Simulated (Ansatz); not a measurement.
Start from `C#[C][GeH3]` and change one atom or group to get `C#[C][AlH2]`.

Ansatz, PBE0-D4/def2-TZVP geometries, multiplicity 1. 

Scalar relativity is left out up to krypton.

```json
{"property": "size of the dipole moment (ωB97M-V/def2-TZVPP) / D", "`C#[C][GeH3]`": "0.03"}
{"property": "HOMO–LUMO gap (B3LYP/def2-TZVPP) / eV", "`C#[C][GeH3]`": "7.91"}
{"property": "zero-point energy (PBE0-D4/def2-TZVP) / kJ/mol", "`C#[C][GeH3]`": "110.2"}
{"property": "HOMO energy (PBE/def2-TZVPP) / eV", "`C#[C][GeH3]`": "-6.96"}
{"property": "LUMO energy (PBE/def2-TZVPP) / eV", "`C#[C][GeH3]`": "-0.74"}
{"property": "HOMO energy (B3LYP/def2-TZVPP) / eV", "`C#[C][GeH3]`": "-7.93"}
```

(1) Give the same properties after the change, and the shifts. (Estimate.)

Answers

(1) Computed: 
```json
{"property": "size of the dipole moment (ωB97M-V/def2-TZVPP) / D", "`C#[C][AlH2]`": "0.54", "shift": "0.51"}
{"property": "HOMO–LUMO gap (B3LYP/def2-TZVPP) / eV", "`C#[C][AlH2]`": "5.75", "shift": "-2.16"}
{"property": "zero-point energy (PBE0-D4/def2-TZVP) / kJ/mol", "`C#[C][AlH2]`": "83.0", "shift": "-27.2"}
{"property": "HOMO energy (PBE/def2-TZVPP) / eV", "`C#[C][AlH2]`": "-6.86", "shift": "0.10"}
{"property": "LUMO energy (PBE/def2-TZVPP) / eV", "`C#[C][AlH2]`": "-2.65", "shift": "-1.91"}
{"property": "HOMO energy (B3LYP/def2-TZVPP) / eV", "`C#[C][AlH2]`": "-7.83", "shift": "0.10"}
```

With PBE0 the HOMO rises by 0.13 eV and the LUMO falls by 2.07 eV, so the gap narrows by about 2.20 eV. PBE moves the HOMO by 0.10 eV and ωB97M-V by 0.16 eV. The zero-point energy changes by -27.2 kJ/mol with -3 modes.

B3LYP here is the variant with VWN-RPA as its local correlation; programs differ in this.
